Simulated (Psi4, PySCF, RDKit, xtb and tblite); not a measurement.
Relaxed torsion scan: CH6SSeSi, SMILES [SeH][SiH2]CS. Scanned: dihedral H5–S1–C2–Si3; all other coordinates were relaxed at B3LYP-D3(BJ)/def2-SVP. Points at φ and −φ are mirror images. Heavy atoms are numbered in the order of the SMILES SC[SiH2][SeH], hydrogens after them in the order of the atoms that carry them; the mirror image has the same energies with the sign of each dihedral reversed.

UFF // B3LYP-D3(BJ)/def2-SVP (RDKit); RHF/3-21G = restricted Hartree-Fock/3-21G // B3LYP-D3(BJ)/def2-SVP (PySCF); GFN2-xTB, on its own relaxed geometries (the stored frames are those of B3LYP-D3(BJ)/def2-SVP) (xtb and tblite); MP2/cc-pVTZ = DF-MP2 (frozen core)/cc-pVTZ // B3LYP-D3(BJ)/def2-SVP in Psi4.

Energies relative to the lowest point of each profile, in kJ/mol; the last columns give the difference from MP2:

| φ / ° | UFF | RHF/3-21G | GFN2-xTB | MP2/cc-pVTZ | UFF − MP2/cc-pVTZ | RHF/3-21G − MP2/cc-pVTZ | GFN2-xTB − MP2/cc-pVTZ |
|---|---|---|---|---|---|---|---|
| -150 | 3.23 | 2.15 | 3.83 | 5.25 | -2.02 | -3.10 | -1.43 |
| -120 | 5.53 | 2.34 | 5.24 | 6.77 | -1.24 | -4.43 | -1.53 |
| -90 | 2.98 | 0.00 | 2.14 | 3.40 | -0.42 | -3.40 | -1.26 |
| -60 | 1.41 | 0.20 | 0.00 | 0.00 | 1.41 | 0.20 | 0.00 |
| -30 | 6.23 | 6.30 | 3.05 | 2.01 | 4.22 | 4.30 | 1.04 |
| 0 | 9.86 | 10.14 | 5.65 | 4.91 | 4.95 | 5.23 | 0.74 |
| 30 | 6.23 | 6.30 | 3.05 | 2.01 | 4.22 | 4.30 | 1.04 |
| 60 | 1.41 | 0.20 | 0.00 | 0.00 | 1.41 | 0.20 | 0.00 |
| 90 | 2.98 | 0.00 | 2.14 | 3.40 | -0.42 | -3.40 | -1.26 |
| 120 | 5.53 | 2.34 | 5.24 | 6.77 | -1.24 | -4.43 | -1.53 |
| 150 | 3.23 | 2.15 | 3.83 | 5.25 | -2.02 | -3.10 | -1.43 |
| 180 | 0.00 | 1.63 | 2.13 | 4.50 | -4.50 | -2.87 | -2.37 |

UFF is furthest from MP2/cc-pVTZ at 0 (4.95 kJ/mol, above); its mean absolute difference over the points is 2.34 kJ/mol.

RHF/3-21G is furthest from MP2/cc-pVTZ at 0 (5.23 kJ/mol, above); its mean absolute difference over the points is 3.25 kJ/mol.

GFN2-xTB is furthest from MP2/cc-pVTZ at 180 (-2.37 kJ/mol, below); its mean absolute difference over the points is 1.14 kJ/mol.
